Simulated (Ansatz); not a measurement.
## A family of molecules: the HOMO–LUMO gap

Gas-phase molecules, one atom swapped for its congeners: V(OH)3O; Nb(OH)3O; Ta(OH)3O. All are singlets with charge 0.

Shapes, held fixed at every level: PBE0-D4/def2-TZVP. Flexible molecules stand in one conformer, not always the lowest. Programs: Ansatz 0.2.0. Values in eV.

```
                level  V(OH)3O  Nb(OH)3O  Ta(OH)3O
 r2SCAN-D4/def2-TZVPP     4.73      6.61      6.30
  B3LYP-D4/def2-TZVPP     6.32      8.09      7.33
  BHLYP-D4/def2-TZVPP     9.53     11.12      9.91
   PBE0-D4/def2-TZVPP     6.88      8.62      7.94
r2SCAN0-D4/def2-TZVPP     7.18      9.02      8.51
   wB97M-V/def2-TZVPP    11.53     12.47     11.60
   wB97X-V/def2-TZVPP    11.59     13.07     12.10
```

At wB97X-V/def2-TZVPP the HOMO–LUMO gap isn't monotonic: it is largest for Nb and smallest for V (13.07 and 11.59 eV). Every level shows the same order. For atoms past krypton def2 sets carry core potentials with scalar relativity. Orbital gaps aren't excitation energies, and the LUMO depends on the basis.
